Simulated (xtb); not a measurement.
F4Zr, charge +1, doublet, from a rough starting geometry (GFN-xTB shapes and energies of metal compounds can be far from the true ones) (the multiplicity is a formal guess); GFN2-xTB (xtb 6.7.1).

The xtb input:
```
$ xtb mol.xyz --gfn 2 --chrg 1 --uhf 1 --opt vtight --json

# file mol.xyz
5

Zr     0.04213320    -0.07613487    -0.03301814
F      1.18535647     0.84289496    -1.15884347
F      0.92435961    -1.17672797     1.07286602
F     -1.22302743    -0.94945782    -1.00150171
F     -0.96114721     1.27242363     1.05880100
```

Output, abridged:

```
   ID    Z sym.   atoms
    1   40 Zr     1
    2    9 F      2-5

           -------------------------------------------------
          |                Calculation Setup                |
           -------------------------------------------------

           -------------------------------------------------
          |                 G F N 2 - x T B                 |
           -------------------------------------------------

          ...................................................
          :                      SETUP                      :
          :.................................................:
          :  # basis functions                  26          :
          :  # atomic orbitals                  25          :
          :  # shells                           11          :
          :  # electrons                        31          :
          :  max. iterations                   250          :
          :  Hamiltonian                  GFN2-xTB          :
          :  restarted?                      false          :
          :  GBSA solvation                  false          :
          :  PC potential                    false          :
          :  electronic temp.          300.0000000     K    :
          :  accuracy                    1.0000000          :
          :  -> integral cutoff          0.2500000E+02      :
          :  -> integral neglect         0.1000000E-07      :
          :  -> SCF convergence          0.1000000E-05 Eh   :
          :  -> wf. convergence          0.1000000E-03 e    :
          :  Broyden damping             0.4000000          :
          :  net charge                          1          :
          :  unpaired electrons                  1          :
          ...................................................

 iter      E             dE          RMSdq      gap      omega  full diag
   1    -20.2390475 -0.202390E+02  0.678E+00    4.83       0.0  T
   2    -20.2828614 -0.438139E-01  0.546E+00    5.97       1.0  T
   3    -20.2255751  0.572863E-01  0.483E+00    5.90       1.0  T
   4    -20.2375295 -0.119545E-01  0.381E+00    6.04       1.0  T
   5    -20.1894314  0.480981E-01  0.454E+00    5.90       1.0  T
   6    -20.2064743 -0.170430E-01  0.408E+00    5.97       1.0  T
   7    -20.2604980 -0.540237E-01  0.303E+00    6.10       1.0  T
   8    -20.2549427  0.555538E-02  0.317E+00    6.16       1.0  T
   9    -20.2771216 -0.221789E-01  0.265E+00    6.24       1.0  T
  10    -20.2768841  0.237526E-03  0.262E+00    6.26       1.0  T
  11    -20.2646172  0.122669E-01  0.287E+00    6.25       1.0  T
  12    -20.2623748  0.224233E-02  0.292E+00    6.24       1.0  T
  13    -20.2709414 -0.856659E-02  0.274E+00    6.25       1.0  T
  14    -20.2996374 -0.286960E-01  0.201E+00    6.29       1.0  T
  15    -20.2997427 -0.105245E-03  0.201E+00    6.29       1.0  T
  16    -20.3140693 -0.143266E-01  0.154E+00    6.28       1.0  T
  17    -20.3191661 -0.509684E-02  0.133E+00    6.29       1.0  T
  18    -20.3169709  0.219522E-02  0.142E+00    6.29       1.0  T
  19    -20.2949304  0.220405E-01  0.210E+00    6.27       1.0  T
  20    -20.3007115 -0.578113E-02  0.194E+00    6.28       1.0  T
  21    -20.2954844  0.522709E-02  0.209E+00    6.27       1.0  T
  22    -20.2962228 -0.738352E-03  0.207E+00    6.27       1.0  T
  23    -20.3177694 -0.215466E-01  0.138E+00    6.29       1.0  T
  24    -20.3202124 -0.244302E-02  0.128E+00    6.29       1.0  T
  25    -20.3222746 -0.206215E-02  0.119E+00    6.29       1.0  T
  26    -20.3222300  0.445814E-04  0.119E+00    6.29       1.0  T
  27    -20.3276932 -0.546323E-02  0.902E-01    6.30       1.0  T
  28    -20.3295198 -0.182660E-02  0.783E-01    6.30       1.0  T
  29    -20.3317677 -0.224791E-02  0.599E-01    6.31       1.0  T
  30    -20.3321521 -0.384427E-03  0.556E-01    6.31       1.0  T
  31    -20.3335280 -0.137587E-02  0.375E-01    6.31       1.0  T
  32    -20.3342675 -0.739520E-03  0.227E-01    6.32       1.0  T
[...]
         :: total energy             -20.289298911410 Eh    ::
 * total energy  :   -20.2892989 Eh     change       -0.5598153E-08 Eh
 * total energy  :   -20.2928275 Eh     change       -0.3528631E-02 Eh
 * total energy  :   -20.2947147 Eh     change       -0.1887201E-02 Eh
 * total energy  :   -20.2947950 Eh     change       -0.8022310E-04 Eh
 * total energy  :   -20.2948034 Eh     change       -0.8443757E-05 Eh
 * total energy  :   -20.2948056 Eh     change       -0.2142517E-05 Eh
 * total energy  :   -20.2948062 Eh     change       -0.6248713E-06 Eh
 * total energy  :   -20.2948063 Eh     change       -0.7782011E-07 Eh
   *** GEOMETRY OPTIMIZATION CONVERGED AFTER 8 ITERATIONS ***
         :: total energy             -20.294806261826 Eh    ::
[...]
         1        2.0000           -1.1850916             -32.2480
       ...           ...                  ...                  ...
         4        2.0000           -1.1373003             -30.9475
         5        2.0000           -0.8237995             -22.4167
         6        2.0000           -0.8035702             -21.8663
         7        2.0000           -0.8035688             -21.8662
         8        2.0000           -0.8035682             -21.8662
         9        1.9983           -0.7949120             -21.6307
        10        1.9983           -0.7949117             -21.6306
        11        1.9983           -0.7949114             -21.6306
        12        1.9823           -0.7926587             -21.5693
        13        1.9823           -0.7926582             -21.5693
        14        1.6802           -0.7895571             -21.4849
        15        1.6801           -0.7895568             -21.4849
        16        1.6801           -0.7895567             -21.4849 (HOMO)
        17                         -0.5598992             -15.2356 (LUMO)
        18                         -0.5598972             -15.2356
        19                         -0.5160825             -14.0433
        20                         -0.5160756             -14.0431
        21                         -0.5160663             -14.0429
        22                         -0.1239006              -3.3715
        23                          0.0884625               2.4072
        24                          0.0885025               2.4083
        25                          0.0885866               2.4106
      -------------------------------------------------------------
                  HL-Gap            0.2296575 Eh            6.2493 eV
             Fermi-level           -0.7317841 Eh          -19.9129 eV

     #   Z          covCN         q      C6AA      α(0)
     1  40 Zr       2.564     1.665   148.218    28.776
     2   9 F        0.641    -0.166    10.921     3.900
     3   9 F        0.641    -0.166    10.921     3.900
     4   9 F        0.641    -0.166    10.921     3.900
     5   9 F        0.641    -0.166    10.921     3.900

 Mol. C6AA /au·bohr⁶  :        584.997257
 Mol. C8AA /au·bohr⁸  :      41524.078294
 Mol. α(0) /au        :         44.375003

Wiberg/Mayer (AO) data.
largest (>0.10) Wiberg bond orders for each atom

 ---------------------------------------------------------------------------
     #   Z sym  total        # sym  WBO       # sym  WBO       # sym  WBO
 ---------------------------------------------------------------------------
     1  40 Zr   3.640 --     3 F    0.910     5 F    0.910     2 F    0.910
                             4 F    0.910
     2   9 F    1.071 --     1 Zr   0.910
     3   9 F    1.071 --     1 Zr   0.910
     4   9 F    1.071 --     1 Zr   0.910
     5   9 F    1.071 --     1 Zr   0.910
 ---------------------------------------------------------------------------

Topologies differ in total number of bonds
Writing topology from bond orders to xtbtopo.mol

molecular dipole:
                 x           y           z       tot (Debye)
 q only:       -0.012      -0.033      -0.023
   full:       -0.012      -0.033      -0.023       0.108
molecular quadrupole (traceless):
                xx          xy          yy          xz          yz          zz
 q only:       -0.001       0.001       0.001      -0.000       0.001      -0.000
  q+dip:       -0.001       0.001       0.001      -0.000       0.001      -0.000
   full:       -0.001       0.001       0.002      -0.001       0.002      -0.001

optimized geometry written to: xtbopt.xyz

           -------------------------------------------------
          | TOTAL ENERGY              -20.294806261826 Eh   |
          | GRADIENT NORM               0.000033968396 Eh/α |
          | HOMO-LUMO GAP               6.249298388868 eV   |
           -------------------------------------------------

normal termination of xtb
```
